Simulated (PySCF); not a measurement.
Mg(OMe)(NH2) (CH5MgNO), SMILES C[O][Mg][NH2].

The structure is a stationary point at B3LYP-D3(BJ)/def2-SVP. One conformer was computed; it need not be the lowest.

All values below come from B3LYP-D3(BJ)/def2-SVP (PySCF).

Frequencies are harmonic and unscaled.

A small imaginary wavenumber (i) marks a very flat motion, where grid noise or a shallow saddle decides the sign.

Q: Estimate the vibrational spectrum. (An estimate is asked for; the answer gives what the named calculation found.)

A: 
| mode | ν (cm⁻¹) | IR (km/mol) | Raman (Å⁴/amu) | depolarisation | moving atoms (share of kinetic energy) |
|---|---|---|---|---|---|
| 1 | 15i | 0.0 | 5.2 | 0.75 | H 100 % |
| 2 | 79 | 0.8 | 0.0 | – | O 35 %, H 23 %, C 20 %, N 14 %, Mg 8 % |
| 3 | 84 | 0.4 | 0.0 | – | O 29 %, H 26 %, C 20 %, N 13 %, Mg 12 % |
| 4 | 157 | 55.9 | 0.0 | – | Mg 46 %, O 35 %, H 13 % |
| 5 | 165 | 76.2 | 0.4 | 0.75 | Mg 53 %, O 29 %, N 14 % |
| 6 | 294 | 111.1 | 14.2 | 0.75 | H 84 %, N 16 % |
| 7 | 485 | 0.0 | 16.7 | 0.13 | N 41 %, C 26 %, O 16 %, H 12 % |
| 8 | 538 | 94.6 | 1.3 | 0.75 | H 80 %, N 16 % |
| 9 | 795 | 60.7 | 1.3 | 0.12 | Mg 58 %, N 26 %, C 9 % |
| 10 | 1187 | 0.1 | 0.1 | 0.58 | H 76 %, C 19 % |
| 11 | 1187 | 0.0 | 0.1 | 0.70 | H 76 %, C 19 % |
| 12 | 1276 | 380.1 | 3.7 | 0.18 | O 59 %, C 36 % |
| 13 | 1474 | 0.1 | 23.8 | 0.75 | H 96 % |
| 14 | 1474 | 0.0 | 23.6 | 0.75 | H 96 % |
| 15 | 1485 | 40.8 | 16.7 | 0.73 | H 87 %, C 11 % |
| 16 | 1528 | 14.2 | 6.2 | 0.52 | H 92 %, N 8 % |
| 17 | 2938 | 173.4 | 164.7 | 0.00 | H 98 % |
| 18 | 2993 | 77.5 | 140.9 | 0.75 | H 90 %, C 10 % |
| 19 | 2994 | 76.7 | 146.2 | 0.75 | H 90 %, C 10 % |
| 20 | 3549 | 6.0 | 166.8 | 0.08 | H 96 % |
| 21 | 3624 | 10.0 | 111.6 | 0.75 | H 92 %, N 8 % |
